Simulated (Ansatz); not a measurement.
C₃H₆B₂, SMILES `C#CBBC` at its PBE0-D4/def2-TZVP geometry, where that method's forces vanish. Charge 0, multiplicity 1.

```json
{"atom": "C1", "x (Å)": "1.539", "y (Å)": "-0.522", "z (Å)": "2.515"}
{"atom": "C2", "x (Å)": "0.559", "y (Å)": "-0.320", "z (Å)": "1.834"}
{"atom": "B3", "x (Å)": "-0.629", "y (Å)": "-0.079", "z (Å)": "0.944"}
{"atom": "B4", "x (Å)": "-0.584", "y (Å)": "-0.405", "z (Å)": "-0.679"}
{"atom": "C5", "x (Å)": "-0.210", "y (Å)": "0.610", "z (Å)": "-1.804"}
{"atom": "H6", "x (Å)": "2.395", "y (Å)": "-0.696", "z (Å)": "3.126"}
{"atom": "H7", "x (Å)": "-1.629", "y (Å)": "0.351", "z (Å)": "1.453"}
{"atom": "H8", "x (Å)": "-0.925", "y (Å)": "-1.508", "z (Å)": "-1.031"}
{"atom": "H9", "x (Å)": "-1.166", "y (Å)": "0.888", "z (Å)": "-2.277"}
{"atom": "H10", "x (Å)": "0.377", "y (Å)": "0.148", "z (Å)": "-2.603"}
{"atom": "H11", "x (Å)": "0.273", "y (Å)": "1.532", "z (Å)": "-1.479"}
```

(1) For each bond, give half the difference of the two atoms' forces along it (eV/Å; positive pushes the atoms apart) under PBE-D4, r2SCAN-D4, B3LYP-D4, ωB97M-V in def2-TZVPP. (Estimate.)

Results:

(1) Computed: 
```
  bond  length (Å)  PBE-D4  r2SCAN-D4  B3LYP-D4  ωB97M-V
 C1–C2       1.210    1.07       0.44      0.04    -0.39
 C1–H6       1.066   -0.38      -0.24     -0.10     0.08
 C2–B3       1.504   -0.61      -0.25      0.03     0.40
 B3–B4       1.657   -0.18      -0.05      0.00     0.02
 B3–H7       1.202    0.17       0.03     -0.10    -0.21
 B4–C5       1.561   -0.01       0.05      0.11     0.10
 B4–H8       1.207    0.14       0.00     -0.12    -0.16
 C5–H9       1.101    0.15      -0.01     -0.04    -0.05
C5–H10       1.094    0.13      -0.02     -0.04    -0.06
C5–H11       1.091    0.11      -0.02     -0.03    -0.06
```

B3LYP here is the variant with VWN-RPA as its local correlation; programs differ in this.
